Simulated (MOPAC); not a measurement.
MOPAC input (AM1):

```
AM1 PRECISE GNORM=0.05 LET XYZ UHF MS=0.5 GEO-OK AUX(PRECISION=9) THREADS=1
CHBr2

C     0.57500900 1   -0.22014400 1    0.55248100 1
Br    0.51580800 1    1.53752800 1   -0.06876900 1
Br   -0.64156000 1   -1.48937400 1   -0.07032300 1
H     0.95126100 1   -0.36452300 1    1.55333500 1
```

Output:

```
 *******************************************************************************
 **                                                                           **
 **                              MOPAC v23.2.5                                **
 **                                                                           **
 *******************************************************************************
 ** MOPAC's Digital Object Identifier: https://doi.org/10.5281/zenodo.6511958 **
 **                                                                           **
 ** Please cite the open-source release paper for use of this MOPAC version:  **
 ** J. E. Moussa and J. J. P. Stewart (2026)                                  **
 ** MOPAC: An open-source semiempirical molecular orbital program             **
 ** J. Open Source Softw., 11(119), 8025, https://doi.org/10.21105/joss.08025 **
 *******************************************************************************

                              AM1 CALCULATION RESULTS

 *******************************************************************************
 *  AM1        - The AM1 Hamiltonian to be used
 *  GEO-OK     - OVERRIDE INTERATOMIC DISTANCE AND OTHER SAFETY CHECKS
 *  UHF        - UNRESTRICTED HARTREE-FOCK CALCULATION
 *  MS=        - IN MECI, MAGNETIC COMPONENT OF SPIN =  0.5
 *  LET        - OVERRIDE SOME SAFETY CHECKS
 *  PRECISE    - TIGHTER CRITERIA TO BE USED
 *  XYZ        - CARTESIAN COORDINATE SYSTEM TO BE USED
 *  GNORM      - EXIT WHEN GRADIENT NORM DROPS BELOW 0.050
 *  AUX        - OUTPUT AUXILIARY INFORMATION
 *******************************************************************************
AM1 PRECISE GNORM=0.05 LET XYZ UHF MS=0.5 GEO-OK AUX(PRECISION=9) THREADS=1
 CHBr2

   ATOM   CHEMICAL          X               Y               Z
  NUMBER   SYMBOL      (ANGSTROMS)     (ANGSTROMS)     (ANGSTROMS)

     1       C          0.57500900  *  -0.22014400  *   0.55248100  *
     2      Br          0.51580800  *   1.53752800  *  -0.06876900  *
     3      Br         -0.64156000  *  -1.48937400  *  -0.07032300  *
     4       H          0.95126100  *  -0.36452300  *   1.55333500  *

          CARTESIAN COORDINATES

    NO.       ATOM           X           Y           Z

     1         C          0.5750     -0.2201      0.5525
     2        Br          0.5158      1.5375     -0.0688
     3        Br         -0.6416     -1.4894     -0.0703
     4         H          0.9513     -0.3645      1.5533

  H: (AM1): M.J.S. DEWAR ET AL, J. AM. CHEM. SOC. 107 3902-3909 (1985)
  C: (AM1): M.J.S. DEWAR ET AL, J. AM. CHEM. SOC. 107 3902-3909 (1985)
 Br: (AM1): M.J.S. DEWAR AND E. G. ZOEBISCH, THEOCHEM, 180, 1 (1988).

           Empirical Formula: C H Br2  =     4 atoms

      MOLECULAR POINT GROUP   :   Cs

          UHF CALCULATION, NO. OF ALPHA ELECTRONS =   10
                           NO. OF BETA  ELECTRONS =    9

          Geometry optimization using EF

          DIAGONAL MATRIX USED AS START HESSIAN

 CYCLE:     1  GRAD.:    55.924 HEAT:  28.01540
 CYCLE:     2  GRAD.:   162.316 HEAT:  35.43599
 CYCLE:     3  GRAD.:    55.243 HEAT:  25.34264
 CYCLE:     4  GRAD.:    79.404 HEAT:  28.93013
 CYCLE:     5  GRAD.:    10.416 HEAT:  24.02596
 CYCLE:     6  GRAD.:     1.680 HEAT:  23.96922
 CYCLE:     7  GRAD.:     0.494 HEAT:  23.96335
 CYCLE:     8  GRAD.:     0.290 HEAT:  23.96297
 CYCLE:     9  GRAD.:     0.161 HEAT:  23.96286
 CYCLE:    10  GRAD.:     0.439 HEAT:  23.96294
 CYCLE:    11  GRAD.:     0.017 HEAT:  23.96284

     GRADIENT =  0.01722 IS LESS THAN CUTOFF =  0.05000

 -------------------------------------------------------------------------------
 AM1 PRECISE GNORM=0.05 LET XYZ UHF MS=0.5 GEO-OK AUX(PRECISION=9) THREADS=1
 CHBr2

     GEOMETRY OPTIMISED USING EIGENVECTOR FOLLOWING (EF).
     SCF FIELD WAS ACHIEVED

                              AM1 CALCULATION
                                                       MOPAC v23.2.5 Linux

          FINAL HEAT OF FORMATION =         23.96284 KCAL/MOL =     100.26053 KJ/MOL

          COSMO AREA              =        105.02 SQUARE ANGSTROMS
          COSMO VOLUME            =         90.65 CUBIC ANGSTROMS

          GRADIENT NORM           =          0.01722          =       0.00861 PER ATOM
          IONIZATION POTENTIAL    =          9.814474 EV
          ALPHA SOMO LUMO (EV)    =         -9.814 -0.255
          BETA  SOMO LUMO (EV)    =        -11.357 -0.285
          NO. OF ALPHA ELECTRONS  =         10
          NO. OF BETA  ELECTRONS  =          9
          MOLECULAR WEIGHT        =        172.8269         POINT GROUP:  C2v

          MOLECULAR DIMENSIONS (Angstroms)

            Atom       Atom       Distance
           Br     3   Br     2     3.18866
           Br     2    H     4     1.93482
            C     1   Br     2     0.00008

          SCF CALCULATIONS        =         12

   ATOM   CHEMICAL          X               Y               Z
  NUMBER   SYMBOL      (ANGSTROMS)     (ANGSTROMS)     (ANGSTROMS)

     1       C          0.44521536  *  -0.17053651  *   0.59068886  *
     2      Br          0.52456334  *   1.50636618  *  -0.07009529  *
     3      Br         -0.61424719  *  -1.47200161  *  -0.07162433  *
     4       H          1.07817531  *  -0.41299360  *   1.44483421  *

                             CARTESIAN COORDINATES

   1    C        0.445215362    -0.170536509     0.590688859
   2   Br        0.524563340     1.506366176    -0.070095290
   3   Br       -0.614247186    -1.472001613    -0.071624329
   4    H        1.078175306    -0.412993595     1.444834211

           Empirical Formula: C H Br2  =     4 atoms

      MOLECULAR POINT GROUP   :   C2v

          ALPHA EIGENVALUES
 -34.98614 -32.40954 -25.77387 -16.24680 -15.41519 -14.29807 -11.88240 -11.43026
 -11.36509  -9.81447  -0.25482   0.80896   3.57287

           BETA EIGENVALUES
 -34.45050 -32.35956 -24.70551 -15.97443 -15.20781 -13.03864 -11.41809 -11.38770
 -11.35668  -0.28507   0.59352   1.30626   3.98712

              NET ATOMIC CHARGES AND DIPOLE CONTRIBUTIONS

  ATOM NO.   TYPE          CHARGE      No. of ELECS.   s-Pop       p-Pop
    1          C          -0.439083        4.4391     1.30292     3.13616
    2         Br           0.132123        6.8679     1.95957     4.90831
    3         Br           0.132123        6.8679     1.95957     4.90831
    4          H           0.174836        0.8252     0.82516
 DIPOLE           X         Y         Z       TOTAL
 POINT-CHG.    -0.090     0.035    -0.122     0.156
 HYBRID         0.362    -0.139     0.489     0.624
 SUM            0.272    -0.104     0.366     0.468

          ATOMIC ORBITAL ELECTRON POPULATIONS

     Atom    s        px        py        pz
    1  C   1.30292   1.08554   0.96529   1.08533
    2 Br   1.95957   1.95325   1.11792   1.83714
    3 Br   1.95957   1.61794   1.45383   1.83653
    4  H   0.82516

                    (SZ)    =    0.500000
                    (S**2)  =    0.762733

          ATOMIC ORBITAL SPIN POPULATIONS

    Atom   Total    s     px     py     pz
         Atomic
    1  C  1.0414  0.063  0.487  0.124  0.368
    2 Br  0.0067  0.003  0.038 -0.053  0.019
    3 Br  0.0067  0.003  0.015 -0.030  0.019
    4  H -0.0548 -0.055

 **********************
 *                    *
 * JOB ENDED NORMALLY *
 *                    *
 **********************

 == MOPAC DONE ==
```

The geometry given is a B3LYP-D3(BJ)/def2-TZVP minimum.
